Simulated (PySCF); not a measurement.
C₂H₇BO₃. Atoms are numbered in the order given.

```xyz
13

C      2.4757    -0.1248    -0.2481
O      1.2696     0.6080    -0.1377
B      0.0639     0.0121     0.0293
O     -0.0803    -1.3405     0.0691
C     -1.2466     0.8983     0.2074
O     -2.4197     0.0609     0.1678
H      2.3012    -1.2111    -0.2148
H      3.1504     0.1556     0.5773
H      2.9711     0.1311    -1.1989
H     -1.0260    -1.5186     0.2177
H     -1.2317     1.3850     1.1992
H     -1.3052     1.7245    -0.5250
H     -2.7115     0.0051    -0.7507
```
Charge 0, spin multiplicity 1.

The structure is a stationary point at B3LYP-D3(BJ)/def2-SVP. One conformer was computed; it need not be the lowest.

All values below come from KT2/pcSseg-1 in PySCF.

GIAO shieldings, no solvent; atoms alike by connectivity are averaged. δ = σ(ref) − σ: ¹³C against TMS (σ = 185.1 ppm); ¹⁷O against H2O (σ = 330.4 ppm); ¹¹B against BF3 (σ = 89.8 ppm); ¹H against TMS (σ = 31.47 ppm), references at their B3LYP-D3(BJ)/def2-TZVP geometries, non-relativistic.

| nucleus | atoms | count | δ (ppm) |
|---|---|---|---|
| ¹³C | C5 | 1 | 56.7 |
| ¹³C | C1 | 1 | 55.2 |
| ¹⁷O | O4 | 1 | 130.6 |
| ¹⁷O | O2 | 1 | 92.6 |
| ¹⁷O | O6 | 1 | 12.1 |
| ¹¹B | B3 | 1 | 17.0 |
| ¹H | H10 | 1 | 6.37 |
| ¹H | H7, H8, H9 | 3 | 4.21 |
| ¹H | H11, H12 | 2 | 3.62 |
| ¹H | H13 | 1 | -0.37 |
